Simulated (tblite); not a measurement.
Record of a relaxation.

C5H6BrGaO.
Bonds: C1–C2, C2–C3 (aromatic), C3–C4 (aromatic), C4–O5 (aromatic), O5–C6 (aromatic), C6–Ga7, Ga7–Br8, C2–C6 (aromatic). Hydrogens: H9, H10, H11 on C1; H12 on C3; H13 on C4; H14 on Ga7.

Computed with GFN2-xTB (tblite), gas phase: L-BFGS steps from a force-field or distance-geometry start until the largest atomic force falls under 0.01 eV/Å. 14 of its 113 geometries are shown.

Step 0: E = -629.4547 eV, largest atomic force 2.175 eV/Å
```
atom  x, y, z in Å  |  force x, y, z in eV/Å
C1      0.099    1.678   -0.338   -0.098  -0.064   0.049
C2     -0.431    0.309   -0.081    1.436   0.157   0.128
C3     -1.740   -0.100   -0.159   -1.652   0.127  -0.349
C4     -1.759   -1.430    0.160   -0.955   0.281  -0.075
O5     -0.520   -1.836    0.453   -1.208  -1.804   0.137
C6      0.295   -0.819    0.310   -0.179   1.903  -0.472
Ga7     2.195   -0.771    0.571    1.882  -0.127  -0.396
Br8     3.605   -1.996   -1.038   -0.750   0.727   1.031
H9      0.252    1.846   -1.416   -0.288   0.075   0.338
H10    -0.635    2.400    0.084    0.823  -0.235  -0.386
H11     1.092    1.728    0.131   -0.207   0.409   0.075
H12    -2.572    0.550   -0.440    0.337  -0.554   0.171
H13    -2.663   -2.037    0.198    0.851  -0.212   0.154
H14     2.782    0.477    1.543    0.008  -0.682  -0.406
```

Step 9: E = -629.9370 eV, largest atomic force 0.265 eV/Å
```
atom  x, y, z in Å  |  force x, y, z in eV/Å
C1      0.120    1.683   -0.338   -0.099  -0.017   0.000
C2     -0.439    0.325   -0.080   -0.243   0.055  -0.004
C3     -1.792   -0.092   -0.172    0.033  -0.098   0.042
C4     -1.799   -1.416    0.153    0.035   0.035  -0.017
O5     -0.564   -1.855    0.431    0.076   0.244  -0.071
C6      0.274   -0.788    0.288   -0.074   0.015   0.040
Ga7     2.215   -0.747    0.539    0.176  -0.161  -0.063
Br8     3.558   -1.909   -0.885    0.059  -0.020   0.057
H9      0.218    1.855   -1.411    0.057   0.012  -0.001
H10    -0.548    2.439    0.061   -0.073   0.104   0.027
H11     1.100    1.809    0.141   -0.016  -0.110  -0.098
H12    -2.626    0.521   -0.445   -0.037  -0.056   0.016
H13    -2.589   -2.136    0.230   -0.085  -0.002  -0.034
H14     2.871    0.310    1.467    0.192  -0.002   0.106
```

Step 17: E = -629.9858 eV, largest atomic force 0.143 eV/Å
```
atom  x, y, z in Å  |  force x, y, z in eV/Å
C1      0.080    1.715   -0.347   -0.007  -0.031  -0.014
C2     -0.497    0.368   -0.075   -0.052   0.008  -0.037
C3     -1.836   -0.096   -0.168    0.086  -0.031   0.006
C4     -1.795   -1.423    0.144    0.049   0.052   0.007
O5     -0.543   -1.817    0.416    0.018   0.109   0.012
C6      0.259   -0.720    0.288   -0.035  -0.044   0.002
Ga7     2.229   -0.765    0.548   -0.019  -0.088  -0.111
Br8     3.621   -1.934   -0.833   -0.055  -0.041   0.039
H9      0.201    1.871   -1.420   -0.101   0.038  -0.036
H10    -0.542    2.510    0.056   -0.027   0.001  -0.003
H11     1.077    1.771    0.108    0.003   0.046   0.029
H12    -2.699    0.481   -0.440    0.068  -0.055   0.042
H13    -2.571   -2.164    0.217    0.052   0.032  -0.034
H14     3.017    0.203    1.484    0.018   0.003   0.100
```

Step 26: E = -630.0206 eV, largest atomic force 0.272 eV/Å
```
atom  x, y, z in Å  |  force x, y, z in eV/Å
C1      0.011    1.791   -0.384   -0.057  -0.074   0.022
C2     -0.495    0.419   -0.100   -0.107  -0.041   0.060
C3     -1.813   -0.105   -0.170    0.061   0.038   0.074
C4     -1.724   -1.425    0.160    0.032   0.123  -0.134
O5     -0.453   -1.762    0.434   -0.084   0.075  -0.162
C6      0.303   -0.631    0.277   -0.107  -0.151  -0.012
Ga7     2.260   -0.797    0.525    0.025  -0.094   0.105
Br8     3.587   -2.123   -0.765   -0.039  -0.032  -0.024
H9      0.035    1.966   -1.461    0.010   0.056   0.039
H10    -0.618    2.549    0.076   -0.015   0.008  -0.003
H11     1.030    1.881    0.018   -0.047   0.033  -0.096
H12    -2.708    0.438   -0.407    0.053  -0.037  -0.057
H13    -2.486   -2.188    0.170    0.222   0.044   0.151
H14     3.068   -0.013    1.605    0.053   0.052   0.038
```

Step 34: E = -630.0713 eV, largest atomic force 0.202 eV/Å
```
atom  x, y, z in Å  |  force x, y, z in eV/Å
C1     -0.114    1.912   -0.428   -0.036  -0.026  -0.009
C2     -0.465    0.500   -0.117   -0.167  -0.039  -0.107
C3     -1.758   -0.092   -0.163    0.067  -0.130  -0.042
C4     -1.592   -1.413    0.129    0.074   0.039   0.026
O5     -0.298   -1.687    0.358    0.001   0.117   0.030
C6      0.402   -0.509    0.214   -0.092  -0.049  -0.091
Ga7     2.300   -0.930    0.594    0.047   0.039   0.167
Br8     3.445   -2.438   -0.673   -0.034   0.003   0.016
H9     -0.256    2.119   -1.491   -0.001  -0.056   0.046
H10    -0.760    2.588    0.128    0.072   0.061   0.046
H11     0.933    2.101   -0.177   -0.040   0.019   0.034
H12    -2.679    0.404   -0.410    0.105  -0.052   0.053
H13    -2.282   -2.235    0.213    0.040   0.129  -0.035
H14     3.124   -0.320    1.800   -0.036  -0.056  -0.133
```

Step 43: E = -630.0849 eV, largest atomic force 0.057 eV/Å
```
atom  x, y, z in Å  |  force x, y, z in eV/Å
C1     -0.174    1.966   -0.448    0.008  -0.031   0.017
C2     -0.451    0.534   -0.152   -0.039  -0.019   0.011
C3     -1.721   -0.102   -0.179   -0.007  -0.004   0.012
C4     -1.515   -1.410    0.128    0.005   0.013  -0.015
O5     -0.213   -1.643    0.343    0.004   0.055  -0.014
C6      0.452   -0.444    0.167   -0.020   0.007   0.015
Ga7     2.299   -0.981    0.637    0.002   0.018  -0.005
Br8     3.348   -2.569   -0.610   -0.019  -0.026  -0.005
H9     -0.391    2.180   -1.494    0.004   0.017  -0.011
H10    -0.800    2.612    0.165    0.001  -0.001   0.012
H11     0.873    2.196   -0.252    0.034  -0.015  -0.002
H12    -2.657    0.371   -0.400    0.002  -0.028  -0.014
H13    -2.192   -2.239    0.219    0.026  -0.003   0.001
H14     3.140   -0.471    1.854    0.000   0.018  -0.001
```

Step 52: E = -630.0886 eV, largest atomic force 0.030 eV/Å
```
atom  x, y, z in Å  |  force x, y, z in eV/Å
C1     -0.177    1.977   -0.443    0.002  -0.010  -0.005
C2     -0.462    0.545   -0.157    0.001  -0.004  -0.004
C3     -1.721   -0.112   -0.190    0.015  -0.002   0.018
C4     -1.492   -1.415    0.121   -0.014  -0.005   0.001
O5     -0.188   -1.625    0.345   -0.008   0.009  -0.023
C6      0.457   -0.417    0.168   -0.010  -0.005   0.024
Ga7     2.297   -0.969    0.634    0.001   0.009   0.011
Br8     3.272   -2.617   -0.594   -0.004  -0.011   0.008
H9     -0.407    2.206   -1.483   -0.010   0.020   0.010
H10    -0.782    2.624    0.191    0.011  -0.007  -0.010
H11     0.879    2.183   -0.263   -0.013   0.012  -0.003
H12    -2.666    0.338   -0.422    0.028  -0.012  -0.001
H13    -2.148   -2.258    0.218   -0.025  -0.006  -0.016
H14     3.137   -0.460    1.851    0.025   0.011  -0.010
```

Step 60: E = -630.0906 eV, largest atomic force 0.065 eV/Å
```
atom  x, y, z in Å  |  force x, y, z in eV/Å
C1     -0.171    1.970   -0.433    0.015   0.018   0.006
C2     -0.467    0.539   -0.148    0.012   0.025  -0.018
C3     -1.725   -0.120   -0.194    0.020   0.027  -0.040
C4     -1.497   -1.425    0.111   -0.033   0.021   0.008
O5     -0.196   -1.635    0.345   -0.029   0.032   0.006
C6      0.448   -0.425    0.185   -0.019   0.001   0.002
Ga7     2.297   -0.953    0.644    0.014   0.011   0.000
Br8     3.236   -2.625   -0.579    0.013  -0.025   0.011
H9     -0.403    2.218   -1.470   -0.006  -0.055   0.035
H10    -0.757    2.629    0.205   -0.015  -0.042   0.018
H11     0.890    2.162   -0.258   -0.006   0.006  -0.012
H12    -2.666    0.327   -0.442    0.003   0.004   0.013
H13    -2.163   -2.262    0.197    0.022  -0.026  -0.013
H14     3.176   -0.399    1.815    0.011   0.006  -0.016
```

Step 69: E = -630.0967 eV, largest atomic force 0.068 eV/Å
```
atom  x, y, z in Å  |  force x, y, z in eV/Å
C1     -0.172    1.967   -0.409    0.001   0.044   0.006
C2     -0.463    0.534   -0.141    0.002   0.035   0.053
C3     -1.720   -0.123   -0.226    0.045   0.007  -0.014
C4     -1.497   -1.429    0.080   -0.010   0.000  -0.002
O5     -0.204   -1.636    0.355   -0.018   0.005   0.006
C6      0.442   -0.426    0.225   -0.018  -0.032  -0.027
Ga7     2.307   -0.933    0.661    0.016   0.001  -0.006
Br8     3.135   -2.711   -0.493    0.025  -0.014   0.032
H9     -0.456    2.226   -1.428   -0.011   0.020  -0.006
H10    -0.733    2.604    0.273   -0.031   0.026   0.004
H11     0.893    2.167   -0.279    0.006  -0.039   0.002
H12    -2.655    0.331   -0.490    0.036  -0.031  -0.004
H13    -2.155   -2.275    0.130   -0.003  -0.008   0.009
H14     3.276   -0.296    1.721   -0.040  -0.013  -0.053
```

Step 78: E = -630.1029 eV, largest atomic force 0.062 eV/Å
```
atom  x, y, z in Å  |  force x, y, z in eV/Å
C1     -0.180    1.972   -0.367    0.008   0.024  -0.026
C2     -0.465    0.535   -0.116   -0.018   0.020   0.015
C3     -1.712   -0.127   -0.255    0.011  -0.007  -0.005
C4     -1.496   -1.435    0.045   -0.005  -0.007  -0.019
O5     -0.212   -1.639    0.361   -0.013   0.021  -0.003
C6      0.432   -0.427    0.268   -0.011  -0.015  -0.038
Ga7     2.310   -0.921    0.648    0.016  -0.039  -0.012
Br8     3.073   -2.823   -0.344    0.007  -0.002   0.030
H9     -0.515    2.247   -1.367    0.037   0.021  -0.013
H10    -0.707    2.609    0.344    0.036  -0.046   0.020
H11     0.893    2.152   -0.287   -0.027   0.042   0.013
H12    -2.630    0.331   -0.565   -0.026  -0.037   0.032
H13    -2.149   -2.287    0.062   -0.011   0.001   0.010
H14     3.358   -0.189    1.550   -0.003   0.025  -0.002
```

Step 86: E = -630.1112 eV, largest atomic force 0.092 eV/Å
```
atom  x, y, z in Å  |  force x, y, z in eV/Å
C1     -0.176    1.975   -0.310    0.048   0.014  -0.024
C2     -0.466    0.530   -0.105   -0.029   0.021  -0.038
C3     -1.711   -0.127   -0.291    0.023  -0.033  -0.002
C4     -1.507   -1.441   -0.005    0.020   0.002   0.025
O5     -0.233   -1.652    0.343    0.015  -0.024  -0.025
C6      0.417   -0.443    0.287   -0.050  -0.066  -0.039
Ga7     2.310   -0.923    0.614    0.000   0.033  -0.009
Br8     3.042   -2.965   -0.067   -0.012  -0.018   0.028
H9     -0.544    2.293   -1.284   -0.003   0.042   0.050
H10    -0.656    2.579    0.459   -0.073  -0.007  -0.024
H11     0.899    2.157   -0.260    0.031  -0.053  -0.007
H12    -2.623    0.318   -0.630   -0.032   0.058   0.048
H13    -2.169   -2.287   -0.009    0.031   0.011  -0.006
H14     3.417   -0.013    1.237    0.031   0.022   0.024
```

Step 95: E = -630.1278 eV, largest atomic force 0.113 eV/Å
```
atom  x, y, z in Å  |  force x, y, z in eV/Å
C1     -0.148    1.958   -0.262    0.006  -0.007   0.025
C2     -0.475    0.509   -0.149    0.006   0.001   0.026
C3     -1.736   -0.126   -0.306    0.035   0.006   0.057
C4     -1.539   -1.449   -0.045    0.006   0.025  -0.019
O5     -0.259   -1.685    0.258    0.003   0.027  -0.065
C6      0.402   -0.488    0.198    0.016   0.002  -0.014
Ga7     2.311   -0.892    0.543    0.033   0.041  -0.036
Br8     3.059   -3.026    0.310   -0.023  -0.002   0.030
H9     -0.492    2.385   -1.204    0.014  -0.112  -0.002
H10    -0.635    2.506    0.544    0.020   0.037   0.015
H11     0.934    2.092   -0.179   -0.052   0.017  -0.009
H12    -2.654    0.357   -0.574   -0.006  -0.039  -0.003
H13    -2.204   -2.291   -0.042   -0.027   0.026  -0.013
H14     3.436    0.150    0.886   -0.032  -0.020   0.008
```

Step 103: E = -630.1392 eV, largest atomic force 0.047 eV/Å
```
atom  x, y, z in Å  |  force x, y, z in eV/Å
C1     -0.155    1.963   -0.229    0.005   0.006   0.001
C2     -0.469    0.511   -0.153    0.001   0.004  -0.009
C3     -1.734   -0.117   -0.288    0.010  -0.003   0.030
C4     -1.530   -1.448   -0.087    0.004   0.004  -0.035
O5     -0.237   -1.697    0.147   -0.003   0.021   0.007
C6      0.423   -0.499    0.106   -0.001  -0.001   0.027
Ga7     2.330   -0.888    0.470   -0.006  -0.043   0.018
Br8     2.990   -3.057    0.641   -0.009   0.012  -0.002
H9     -0.523    2.395   -1.158    0.012  -0.017  -0.001
H10    -0.631    2.489    0.599    0.006   0.021  -0.018
H11     0.925    2.110   -0.164   -0.015   0.002  -0.009
H12    -2.664    0.365   -0.514   -0.004   0.008   0.039
H13    -2.208   -2.279   -0.077    0.017  -0.028  -0.031
H14     3.481    0.153    0.686   -0.016   0.013  -0.015
```

Step 112: E = -630.1429 eV, largest atomic force 0.009 eV/Å
```
atom  x, y, z in Å  |  force x, y, z in eV/Å
C1     -0.151    1.962   -0.220    0.000   0.005   0.000
C2     -0.472    0.512   -0.130    0.001   0.002  -0.005
C3     -1.738   -0.114   -0.269    0.002   0.001   0.005
C4     -1.530   -1.450   -0.106    0.000  -0.002   0.002
O5     -0.237   -1.701    0.123    0.000   0.005  -0.002
C6      0.421   -0.502    0.108   -0.002  -0.004   0.003
Ga7     2.327   -0.894    0.465   -0.003  -0.005   0.000
Br8     2.985   -3.053    0.726   -0.005   0.001  -0.001
H9     -0.513    2.378   -1.159    0.007  -0.003   0.002
H10    -0.626    2.510    0.595   -0.004  -0.002  -0.005
H11     0.929    2.103   -0.158   -0.007   0.002   0.005
H12    -2.671    0.374   -0.465    0.002  -0.002  -0.001
H13    -2.200   -2.288   -0.131    0.002   0.000   0.001
H14     3.475    0.163    0.600    0.007   0.002  -0.003
```

Task: Summarise the path.

Result: The energy falls by 0.6882 eV from step 0 to step 112; nine tenths of that is first reached at step 35. It falls at every step. The largest force goes from 2.175 to 0.009 eV/Å. Among the bonds Ga7–Br8 changes most, from 2.465 to 2.272 Å; the atoms move by 0.786 Å rms after alignment.

The cost below is that of the whole relaxation. Time: 1.4 s of wall time. Hardware: Arm Neoverse N1, one thread, no GPU, shared host with 64 logical CPUs at a one-minute load of 23.
